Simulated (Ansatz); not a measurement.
## Four-centre ligand exchange

Start structure (AlAsNH₇O₂, singlet), relaxed at PBE0-D4/def2-TZVP:

Al1  (0.187, -0.787, -0.543)
N2  (1.927, -0.534, -0.508)
O3  (-0.478, -1.791, 0.652)
O4  (-0.671, -0.120, -1.846)
H5  (0.525, 1.425, 0.914)
As6  (-0.714, 2.121, 1.474)
H7  (2.440, -0.008, -1.195)
H8  (2.545, -0.927, 0.181)
H9  (-1.405, -2.002, 0.732)
H10  (-1.613, -0.198, -1.974)
H11  (-1.299, 0.806, 1.969)
H12  (-1.444, 2.015, 0.143)
(Å)

The step: AlNH₄O₂ ([NH2][Al]([OH])[OH]) + AsH₃ → AlAsH₄O₂ ([OH][Al]([OH])[AsH2]) + NH₃ (still joined by a long Al–N bond); bonds formed: Al1–As6, N2–H5; bonds broken: H5–As6; bonds weakened to dative contacts: Al1–N2. Program: Ansatz 0.2.0. Basis: def2-TZVPP and def2-QZVPP. Cores are frozen in the correlated methods. Filled d shells of the heavier atoms are correlated. The def2 sets are not built for correlating such inner shells, so the correlated values are less sure here. Extrapolation: Hartree–Fock as exp(−7.88 √X), correlation as X^−2.97. Energies below are by CCSD(T) at an estimated basis limit (MP2 extrapolated from triple and quadruple zeta, plus CCSD(T) − MP2 in triple zeta).

(1) What are the electronic barrier and the energy of the step, from the start structure to the end structure? (An estimate is asked for; the value comes from the calculation.)

The T1 diagnostic stays at or below 0.012.

Answers

(1) Computed: Barrier 0.728 eV; step energy -0.945 eV (downhill); reverse barrier, their difference, 1.673 eV. Barrier and step energy count from the start structure, the reverse barrier from the end structure.

The saddle point: One imaginary mode of 1059i cm⁻¹.
```
   pair  start (Å)  saddle (Å)  end (Å)
Al1–As6       3.65        2.86     2.46
  N2–H5       2.80        1.44     1.01
 Al1–N2       1.76        1.85     2.02
 H5–As6       1.53        1.80     3.50
```

Zero-point energy (harmonic, PBE0-D4): ZPE is 2.055 eV at the start and 2.017 eV at the saddle, so the barrier goes from 0.728 to 0.690 eV.

Labels in which every atom is bracketed show which atoms are joined, not bond orders.

For scale, one of the runs: CCSD(T)/def2-TZVPP, 281 basis functions, launched by `ansatz run in.yaml --threads 8 --pin off --events-out ev --progress --plain --max-ram 19148MiB`. The run took 5.2 min on 8 CPU threads of an Intel Xeon (shared host), with 8.3 GiB of host memory at its peak.
